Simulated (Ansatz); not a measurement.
Cost and result for the atomization energy of C$_{2}$H$_{8}$BNO, SMILES `BNC(C)O` (13 atoms, 12 bonds).

Z-matrix (Å, degrees):
```
C
N 1 1.444
O 1 1.409 2 111.0
C 1 1.510 2 112.2 3 119.3
H 1 1.097 2 106.1 3 -120.3
B 2 1.386 1 126.6 3 115.1
H 2 1.011 1 112.9 3 -64.3
H 3 0.962 1 107.8 2 -56.9
H 4 1.090 1 110.1 2 -179.5
H 4 1.090 1 110.3 2 59.9
H 4 1.093 1 110.0 2 -60.4
H 6 1.196 2 119.2 1 -179.7
H 6 1.198 2 118.6 1 0.1
```

The species carries charge 0 and has multiplicity 1. All single points use the PBE0-D4/def2-TZVP geometry. It is one conformer, not always the lowest. Program: Ansatz. All runs use 4 threads of an Arm Neoverse V2 on a shared host. Times are those of one run each, without the atoms' runs, and a repeat can differ threefold. Electronic energies, without spin–orbit coupling; frozen cores. CCSD(T)/CBS adds CCSD(T) − MP2 in def2-TZVPP to the MP2 limit, and its time is that of the two runs behind it. T1 = 0.012. B3LYP takes the VWN-RPA correlation (the form of Gaussian; ORCA's B3LYP/G).

CCSD(T)/CBS is a level of theory with its own doubt, some kJ/mol a heavy atom from the limit and from the frozen cores, so smaller differences don't rank the functionals.

```json
{"level": "PBE-D4/def2-TZVPP (with forces)", "functions": "267", "wall time": "2.1 s"}
{"level": "PBE0-D4/def2-TZVPP", "functions": "267", "wall time": "2.2 s"}
{"level": "B3LYP-D4/def2-TZVPP (with forces)", "functions": "267", "wall time": "3.7 s"}
{"level": "r2SCAN-D4/def2-TZVPP (with forces)", "functions": "267", "wall time": "3.9 s"}
{"level": "B2PLYP/def2-TZVPP", "functions": "267", "wall time": "4.9 s"}
{"level": "ωB97X-V/def2-TZVPP", "functions": "267", "wall time": "6.5 s"}
{"level": "ωB97M-V/def2-TZVPP (with forces)", "functions": "267", "wall time": "9 s"}
{"level": "MP2/def2-QZVPP", "functions": "525", "wall time": "21 s"}
{"level": "CCSD(T)/def2-TZVPP", "functions": "267", "wall time": "2.5 min"}
{"level": "CCSD(T)/CBS(def2)", "functions": "–", "wall time": "2.9 min"}
```

(1) What atomization energy does each give, and how far from CCSD(T)/CBS? (An estimate is asked.)

## Answers

(1) Computed: 
```json
{"level": "PBE-D4/def2-TZVPP (with forces)", "atomization (kJ/mol)": "5096.6", "difference from CCSD(T)/CBS": "114.9", "per bond": "9.6"}
{"level": "PBE0-D4/def2-TZVPP", "atomization (kJ/mol)": "5006.3", "difference from CCSD(T)/CBS": "24.6", "per bond": "2.1"}
{"level": "B3LYP-D4/def2-TZVPP (with forces)", "atomization (kJ/mol)": "5004.9", "difference from CCSD(T)/CBS": "23.2", "per bond": "1.9"}
{"level": "r2SCAN-D4/def2-TZVPP (with forces)", "atomization (kJ/mol)": "4994.5", "difference from CCSD(T)/CBS": "12.8", "per bond": "1.1"}
{"level": "B2PLYP/def2-TZVPP", "atomization (kJ/mol)": "4948.8", "difference from CCSD(T)/CBS": "-32.9", "per bond": "-2.7"}
{"level": "ωB97X-V/def2-TZVPP", "atomization (kJ/mol)": "5000.0", "difference from CCSD(T)/CBS": "18.3", "per bond": "1.5"}
{"level": "ωB97M-V/def2-TZVPP (with forces)", "atomization (kJ/mol)": "5011.6", "difference from CCSD(T)/CBS": "29.9", "per bond": "2.5"}
{"level": "MP2/def2-QZVPP", "atomization (kJ/mol)": "5002.7", "difference from CCSD(T)/CBS": "21.0", "per bond": "1.8"}
{"level": "CCSD(T)/def2-TZVPP", "atomization (kJ/mol)": "4859.1", "difference from CCSD(T)/CBS": "-122.6", "per bond": "-10.2"}
{"level": "CCSD(T)/CBS(def2)", "atomization (kJ/mol)": "4981.7", "difference from CCSD(T)/CBS": "0.0", "per bond": "0.0"}
```

From PBE to PBE0 (25 % exact exchange), in def2-TZVPP and without D4, the atomization energy moves by −86.9 kJ/mol: exact exchange takes away binding that semilocal exchange gives to molecules. The D4 term adds +33.5 kJ/mol with B3LYP and +17.6 kJ/mol with PBE0; it sums over pairs of atoms, weighted by their polarisabilities, and B3LYP, whose exchange is more repulsive, gets the larger term. In def2-TZVPP, CCSD(T) changes the Hartree–Fock value by +1223.1 kJ/mol (the triples alone add +67.7 kJ/mol) and MP2 by +1294.4 kJ/mol; breaking electron pairs costs correlation energy, which Hartree–Fock lacks.
